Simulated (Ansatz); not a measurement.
Consider the formal loss of a carbene: `F[CH](F)[GeH3]` → `F[C]F` + GeH₄.

Isolated molecules relaxed with PBE0-D4/def2-TZVP in Ansatz; ΔE leaves out vibrations. CCSD(T)/CBS adds triple-zeta CCSD(T) − MP2 to the extrapolated MP2 energy (def2 sets, frozen cores). This one scheme is used for every species. DFT in def2-TZVPP. For Ge outer-core shells are correlated without core-valence functions, which leaves a few kJ/mol of doubt a bond. Scalar relativity is left out up to krypton.

```csv
level,ΔE (kcal/mol)
CAM-B3LYP,54.7
CCSD(T)/def2-TZVPP,53.3
```

(1) What does CCSD(T)/CBS give? (Best estimate.)

Largest T1 diagnostic among the species: 0.017.

Answers

(1) The calculation gave: +55.2 kcal/mol. The listed levels differ from it by -0.5, -1.9 kcal/mol.

From r2SCAN to r2SCAN0 (25 % exact exchange), in def2-TZVPP and without D4, ΔE moves by +1.2 kcal/mol. Leaving LDA and LC-ωPBE aside and taking each functional with its dispersion term where it has one, the values, not all of them listed here, spread over 7.1 kcal/mol, from B97M-V to PBE-QIDH. LDA lies +10.1 kcal/mol from PBE without D4.
